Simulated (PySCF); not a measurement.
## Spinor energies of Br³²⁺ (bromine, charge +32)

Start: [He] 2s1; 2s1/2 filled at m_j = +1/2. Calculated with PySCF 2.14 in an even-tempered Gaussian basis (17 s from 12 bohr⁻², ratio 2.4; 11 p from 16 bohr⁻², ratio 2.4; 5 d from 50 bohr⁻², ratio 2.6; 4 f from 75 bohr⁻², ratio 2.6): generalised Hartree-Fock with the X2C-1e Hamiltonian and a Gaussian nucleus; one run each with spin-orbit coupling (SO) switched off, then screened by Boettger's factors.

| spinor shell | electrons | ε, spin-free (eV) | ε, screened SO (eV) | weight of nominal j (screened SO) | rms radius, screened SO (bohr) |
| --- | --- | --- | --- | --- | --- |
| 1s1/2 | 2 | -16146.6 | -16146.6 | 1.000 | 0.0488 |
| 2s1/2 | 1 | -3870.8 | -3870.8 | 1.000 | 0.188 |

```csv
quantity,spin-free,screened SO
E (hartree),-1365.30293,-1365.30293
M_J,1/2,1/2
⟨J²⟩,0.750,0.750
⟨L²⟩,0.000,0.000
⟨S²⟩,0.750,0.750
```

Each row is a mean over spinors that exchange with the open shell spreads, by up to 21.804 eV (1s1/2).

Without spin-orbit coupling the j labels of p, d and f shells carry no meaning; the spin-free column gives the mean over the occupied spinors of each nl shell.
